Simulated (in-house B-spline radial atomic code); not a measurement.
Computed with a B-spline radial atomic code. Model: two electrons, singlet ground state, non-relativistic, full CI in B-splines with partial waves to l = 8 (at full coupling up to 3e-4 hartree above the limit, correlation up to 0.6 % small), density held at that of full coupling by Lieb maximisation.

Along the adiabatic connection the electron repulsion is scaled by a coupling λ while a local potential keeps the density fixed. At λ = 0 the system is the Kohn-Sham one and W equals the exchange energy; the exchange-correlation energy is the area under W between 0 and 1. The kinetic energy rises with λ as the electrons avoid each other, with dT/dλ = −λ dW/dλ.

Command:
```bash
python run_ac.py task.json out
```
Settings (lengths in bohr, energies in hartree):
```
potential              coulomb
strength               7.25
lmax                   8
```

Run time, properties included: 5.1 s on 1 thread of Intel(R) Xeon(R) Processor @ 2.30GHz (shared host).

**W = mean repulsion less Hartree energy, and W of three functionals.**

Given: confinement point charge; nuclear charge 7.25; external potential -Z/r.

Computed: LDA exchange minus exact 609.39 millihartree; PBE exchange minus exact 82 millihartree.

```
coupling  W xc (hartree)  W xc minus exchange (millihartree)  kinetic minus Kohn-Sham (millihartree)  LDA (PW92) W minus its exchange (millihartree)  PBE W minus its exchange (millihartree)  SCAN W minus its exchange (millihartree)
       0         -4.3085                                   0                                       0                                               0                                        0                                         0
    0.02         -4.3104                              -1.866                                       0                                          -15.37                                    -1.88                                     -1.85
    0.05         -4.3132                              -4.659                                     0.1                                          -32.83                                    -4.73                                      -4.6
    0.12         -4.3196                             -11.139                                     0.7                                          -66.15                                    -11.4                                    -10.93
    0.25         -4.3316                             -23.047                                     2.9                                         -116.34                                   -23.84                                    -22.44
     0.4         -4.3451                             -36.587                                     7.3                                         -164.82                                   -38.19                                    -35.42
     0.6         -4.3628                             -54.315                                    16.1                                         -220.49                                   -57.19                                    -52.26
     0.8               ?                                   ?                                       ?                                               ?                                        ?                                         ?
       1         -4.3972                             -88.696                                    43.6                                         -313.66                                   -94.44                                     -84.6
     1.4         -4.4302                             -121.71                                    83.2                                         -391.87                                  -130.52                                   -115.36
       2               ?                                   ?                                       ?                                               ?                                        ?                                         ?
       3         -4.5501                             -241.59                                   344.4                                         -628.03                                  -262.36                                    -225.8
     4.5         -4.6474                             -338.86                                   707.6                                         -790.24                                  -369.53                                    -314.9
       7         -4.7839                              -475.4                                  1486.7                                         -995.37                                  -520.26                                   -440.55
      10         -4.9157                             -607.17                                  2599.3                                         -1179.5                                  -666.93                                   -563.57
```

Task: What belongs in the row 0.8?

Result: W xc (hartree): -4.3802; W xc minus exchange (millihartree): -71.681; kinetic minus Kohn-Sham (millihartree): 28.3; LDA (PW92) W minus its exchange (millihartree): -269.45; PBE W minus its exchange (millihartree): -75.95; SCAN W minus its exchange (millihartree): -68.64.

Task: What belongs in the row 2?

Result: W xc (hartree): -4.4774; W xc minus exchange (millihartree): -168.84; kinetic minus Kohn-Sham (millihartree): 163.1; LDA (PW92) W minus its exchange (millihartree): -491.59; PBE W minus its exchange (millihartree): -182.27; SCAN W minus its exchange (millihartree): -158.96.

Task: What is the SCAN exchange minus exact?

Result: -4.1183 millihartree.

**Energy parts, natural occupations and partial-wave weights.**

Computed: total energy -48.1875 hartree; exchange energy -4.3085 hartree; correlation energy -0.045116 hartree; kinetic part over minus potential part 0.49134; Hartree energy 8.617 hartree; Kohn-Sham kinetic 48.144 hartree; Lieb Oxford ratio E_xc over LDA exchange 1.1769.

```json
{"natural": "s", "occupation of the shell (electrons)": "1.999"}
{"natural": "p", "occupation of the shell (electrons)": "0.00058847"}
{"natural": "s", "occupation of the shell (electrons)": "?"}
{"natural": "d", "occupation of the shell (electrons)": "3.2305e-05"}
{"natural": "p", "occupation of the shell (electrons)": "2.2497e-05"}
{"natural": "s", "occupation of the shell (electrons)": "8.8876e-06"}
```

Task: What belongs in the row s?

Result: occupation of the shell (electrons): 0.00037398.

```
wave      weight
   s     0.99967
   p  0.00030666
   d           ?
   f  2.6984e-06
   g  6.4517e-07
```

Task: What belongs in the row d?

Result: weight: 1.8172e-05.

Task: What is the initial slope twice GL2?

Result: -0.093413 hartree.

Task: What is the kinetic part of the DFT correlation energy?

Result: 0.04358 hartree.

Half-way to full coupling W has made 51 % of its drop, against 50 % for a straight line, and second-order (GL2) theory, half the initial slope, overshoots the correlation energy by about 3 %: correlation is weak here. Over couplings 0 to 1 the errors in E_xc come to about +471 millihartree for LDA, +80 millihartree for PBE, -2.4 millihartree for SCAN, so SCAN is nearest. In LDA and PBE and SCAN the errors of exchange and correlation have opposite signs, so the sum is smaller than the larger of the two.
